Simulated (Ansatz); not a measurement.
Ideal-gas functions of CH4Cl2InN (`C[NH][In]([Cl])[Cl]`) at 298.15 K and 1 bar, from an Ansatz frequency run at PBE0-D4/def2-TZVP.

Molar mass 215.77 g/mol, point group C1 (symmetry number 1), electronic degeneracy 1, moments of inertia 238.851, 351.037, 586.042 u Å². Harmonic wavenumbers (cm⁻¹, unscaled): 63, 78, 89, 102, 132, 253, 355, 384, 420, 597, 1091, 1127, 1132, 1379, 1459, 1484, 1510, 3010, 3061, 3114, 3619.

Use S(trans) = R[1.5 ln M + 2.5 ln T − 1.1517]; rotational temperatures θ = 24.2544 K / I; S(rot) = R[ln(√π/σ · √(T³/θAθBθC)) + 1.5]; for each mode x = 1.438777 ν̃/T, S = R[x/(eˣ − 1) − ln(1 − e⁻ˣ)] and H = RT x/(eˣ − 1); 1 cm⁻¹ = 0.0119627 kJ/mol; R = 8.31446 J/(mol·K).

By hand: the entropy, in J/(mol·K).

Translation 175.9. Rotation: θ = 0.1015, 0.0691, 0.0414 K, giving 122.1. Vibration, mode by mode: 18.25, 16.49, 15.41, 14.29, 12.20, 7.15, 4.79, 4.28, 3.73, 1.90, 0.27, 0.23, 0.23, 0.08, 0.06, 0.05, 0.05, 0.00, 0.00, 0.00, 0.00, in all 99.5. Electronic 0.0. Sum 397.5 J/(mol·K).

By hand: H − E and G − E in kJ/mol, counted from the electronic energy.

Zero-point energy ½ × 24459 × 0.0119627 = 146.3; thermal vibration 14.3; translation, rotation and pV give 4 RT = 9.9. H − E = 170.5 kJ/mol, and G − E = 170.5 − 298.15 × 397.5/1000 = 52.0 kJ/mol.

Vibration gives 25 % of the entropy, 76.6 J/(mol·K) of it from the modes under 150 cm⁻¹: soft modes count most, and the harmonic formula is weakest for them. The sum counts one conformer and one mirror image; others add a mixing term.
